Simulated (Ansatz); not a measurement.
Ga13N14H34⁺, a nanocrystal cut from wurtzite GaN (hydrogen-capped), relaxed as a singlet with RKS PBE-D4/def2-SVP in Ansatz, starting from the GFN2-xTB geometry. Force threshold 0.03 eV/Å.

Single mean-field runs in def2-SVP are fitted with def2-universal-jkfit.

Start:

Cartesian coordinates in Å:
```
N -1.725 -1.414 2.904
Ga -2.847 -0.338 1.528
N -3.333 -1.714 0.152
N -0.733 -3.569 0.364
Ga -1.864 -2.471 -0.984
N -0.103 1.041 3.510
Ga 0.206 -0.850 2.896
Ga -1.221 2.122 2.135
N -1.610 0.878 0.755
Ga -2.756 1.949 -0.510
N 0.928 -0.890 1.118
Ga 1.080 -2.748 0.658
Ga -0.133 0.127 -0.159
N -0.724 -1.050 -1.518
N -1.877 1.798 -2.256
Ga -1.833 -0.061 -2.878
N 1.743 -2.978 -1.228
Ga 0.617 -1.875 -2.579
N 0.091 3.467 1.433
N 2.767 1.724 1.670
Ga 2.732 -0.249 1.277
Ga 1.618 2.799 0.317
N 0.957 1.490 -0.890
Ga -0.081 2.586 -2.225
N 3.620 -0.139 -0.526
Ga 2.475 0.932 -1.885
N 1.897 -0.464 -3.204
H -2.107 -1.163 3.824
H -1.870 -2.425 2.839
H -4.034 0.236 2.308
H -4.000 -2.417 0.490
H -3.865 -1.152 -0.533
H -1.238 -3.796 1.226
H -0.580 -4.480 -0.086
H -2.328 -3.466 -2.054
H -0.683 0.990 4.356
H 0.744 1.529 3.814
H 1.024 -1.643 3.928
H -2.393 2.720 2.920
H -4.151 1.211 -0.554
H -2.673 3.444 -0.006
H 1.915 -3.576 1.648
H -2.437 2.335 -2.930
H -3.282 -0.682 -2.785
H -1.027 -0.144 -4.233
H 1.588 -3.961 -1.481
H 2.752 -2.845 -1.340
H 0.173 -2.864 -3.663
H 0.362 4.179 2.120
H -0.477 3.974 0.734
H 2.570 1.962 2.646
H 3.732 2.040 1.523
H 3.595 -1.034 2.278
H 2.535 3.895 -0.236
H -0.154 4.043 -1.621
H 0.622 2.348 -3.619
H 3.944 -1.039 -0.892
H 4.482 0.406 -0.402
H 3.400 2.012 -2.457
H 1.309 0.086 -3.853
H 2.662 -0.827 -3.783
```

| step | energy (eV) | largest force component (eV/Å) | SCF passes |
| --- | --- | --- | --- |
| 1 | -702119.0528 | 0.613 | 24 |
| 2 | -702119.5184 | 0.247 | 21 |
| 3 | -702119.5793 | 0.305 | 21 |
| 4 | -702119.6128 | 0.142 | 20 |
| 5 | -702119.6145 | 0.130 | 23 |
| 6 | -702119.6158 | 0.010 | 16 |

Force components are those of the run's own axes.

End:

```xyz
61

N    -1.721   -1.428    2.865
Ga   -2.895   -0.359    1.552
N    -3.343   -1.667    0.110
N    -0.752   -3.535    0.381
Ga   -1.904   -2.513   -0.987
N    -0.079    1.053    3.477
Ga    0.210   -0.870    2.961
Ga   -1.226    2.163    2.175
N    -1.650    0.897    0.786
Ga   -2.814    1.986   -0.506
N     0.959   -0.918    1.153
Ga    1.103   -2.810    0.673
Ga   -0.133    0.127   -0.160
N    -0.738   -1.088   -1.555
N    -1.853    1.775   -2.228
Ga   -1.867   -0.076   -2.937
N     1.754   -2.937   -1.227
Ga    0.643   -1.905   -2.622
N     0.056    3.473    1.379
N     2.725    1.722    1.678
Ga    2.793   -0.254    1.304
Ga    1.641    2.848    0.336
N     0.992    1.528   -0.909
Ga   -0.070    2.641   -2.267
N     3.590   -0.162   -0.542
Ga    2.521    0.934   -1.921
N     1.848   -0.427   -3.220
H    -2.137   -1.280    3.799
H    -1.797   -2.448    2.746
H    -4.137    0.115    2.387
H    -4.032   -2.363    0.431
H    -3.865   -1.094   -0.580
H    -1.225   -3.689    1.282
H    -0.659   -4.495    0.011
H    -2.429   -3.599   -1.992
H    -0.585    1.063    4.377
H     0.815    1.501    3.719
H     0.989   -1.661    4.078
H    -2.344    2.826    3.056
H    -4.210    1.211   -0.541
H    -2.702    3.489    0.022
H     1.942   -3.730    1.637
H    -2.417    2.316   -2.906
H    -3.324   -0.717   -2.812
H    -1.024   -0.168   -4.290
H     1.708   -3.929   -1.509
H     2.763   -2.738   -1.277
H     0.308   -2.945   -3.749
H     0.313    4.209    2.054
H    -0.517    3.969    0.670
H     2.468    1.896    2.660
H     3.691    2.084    1.633
H     3.744   -1.004    2.311
H     2.599    4.007   -0.115
H    -0.137    4.101   -1.624
H     0.657    2.372   -3.663
H     3.843   -1.103   -0.873
H     4.509    0.303   -0.464
H     3.546    1.949   -2.540
H     1.248    0.128   -3.860
H     2.604   -0.777   -3.826
```

By distances, no bond broke or formed. The bond that changes most is N11–Ga13, from 1.95 to 2.00 Å (atoms count from 1).

No frequencies were taken in this run, so the end may be a saddle point.

Run time 33 s (11 threads of AMD EPYC 7R13 on a shared host and a whole NVIDIA H100 80GB HBM3), peak host memory 1.5 GiB.
